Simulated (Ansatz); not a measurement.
Wavefunction ladder for `C#[C][Zr]([OH])([OH])[C]#C`

```tsv
atom	x (Å)	y (Å)	z (Å)
C1	1.315	2.696	0.887
C2	0.831	1.714	0.358
Zr3	-0.054	-0.087	-0.543
O4	-1.583	0.434	-1.546
O5	1.271	-0.937	-1.609
C6	-0.695	-1.494	1.020
C7	-1.040	-2.251	1.908
H8	1.739	3.556	1.355
H9	-2.238	0.608	-2.215
H10	1.792	-1.328	-2.304
H11	-1.340	-2.912	2.689
```

Charge 0, multiplicity 1. Correlated methods include outer-core shells of Zr, which these sets cover unevenly. Zr takes the def2 core potential. The geometry is a stationary point of PBE0-D4/def2-TZVP. It is one conformer, not always the lowest. Frozen core, restricted reference, Ansatz 0.2.0.

```json
{"basis": "def2-SVP", "HF (Eh)": "-349.85461", "MP2 corr.": "-1.11652", "CCSD corr.": "?", "(T)": "?", "CCSD(T) total": "?"}
{"basis": "def2-TZVPP", "HF (Eh)": "?", "MP2 corr.": "-1.42370", "CCSD corr.": "–", "(T)": "–", "CCSD(T) total": "–"}
{"basis": "def2-QZVPP", "HF (Eh)": "-350.25137", "MP2 corr.": "?", "CCSD corr.": "–", "(T)": "–", "CCSD(T) total": "–"}
```

Question: Fill in the withheld values. (Best estimate.)

Answer: The calculation gave: def2-SVP CCSD corr.: -1.14036; def2-SVP (T): -0.04578; def2-SVP CCSD(T) total: -351.04075; def2-TZVPP HF (Eh): -350.23442; def2-QZVPP MP2 corr.: -1.55100.
